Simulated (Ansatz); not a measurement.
A search over several starts for the lowest SCF solution of SbAs2P⁺, that is PAsAsSb tetrahedron with one electron fewer at the given spin, in a small basis.

```yaml
crystal:
  periodic: [false, false, false]
  atoms:
    - {symbol: P, position_ang: [-1.251311, 0.455778, -0.522211]}
    - {symbol: As, position_ang: [-0.333349, -0.895177, 1.163520]}
    - {symbol: As, position_ang: [0.703959, 1.222291, 0.526026]}
    - {symbol: Sb, position_ang: [0.880701, -0.782882, -1.167345]}
basis:
  gaussian: {orbitals: def2-SVP}
total_charge: 1
magnetization: {spin_polarized: true, initial_magnetization: 1}
hamiltonian: {xc: pbe0, dispersion: d4}
output: {orbitals: {seedname: orbitals}}
```

```sh
$ ansatz run in.yaml --threads 4 --pin off --events-out ev --progress --plain --max-ram 3916MiB
```

It prints (some lines left out):

```
Functional definition: PBE0
1124 factors; integrals over basis functions are off by at most 6.4e-4 eV
mean field evaluation 1: about -137464.4956 eV, gradient 1.8e1 eV
mean field evaluation 2: about -137456.7662 eV, gradient 3.6e1 eV
mean field evaluation 4: about -137466.8488 eV, gradient 1.7e0 eV
mean field evaluation 8: about -137466.9038 eV, gradient 1.5e-1 eV
mean field evaluation 16: about -137466.9040 eV, gradient 1.7e-3 eV
mean field evaluation 32: about -137466.9236 eV, gradient 4.5e-2 eV
mean field evaluation 64: about -137466.9040 eV, gradient 1.8e-6 eV
mean field evaluation 96: about -137466.9240 eV, gradient 3.5e-6 eV
mean field -137466.92404569 eV, -5051.8162802513 hartree, gradient 3.5e-6 eV, S^2 0.756429; 8 other end points of the search recorded, 0 dependent functions left out
reference -137466.92406776 eV, -5051.8162810625 hartree; 52, 51 occupied and 56, 57 virtual orbitals, 1124 factors
Total energy: -137467.14714898 eV, -5051.8244791459 hartree
```

Hardware: 4 threads of Intel Xeon on a shared host. Wall time 35 s, peak host memory 0.56 GiB.

Other converged states that the search met: 0.02 eV higher (⟨S²⟩ = 0.76).

In the def2 sets Sb takes a core potential; there is no spin–orbit coupling.
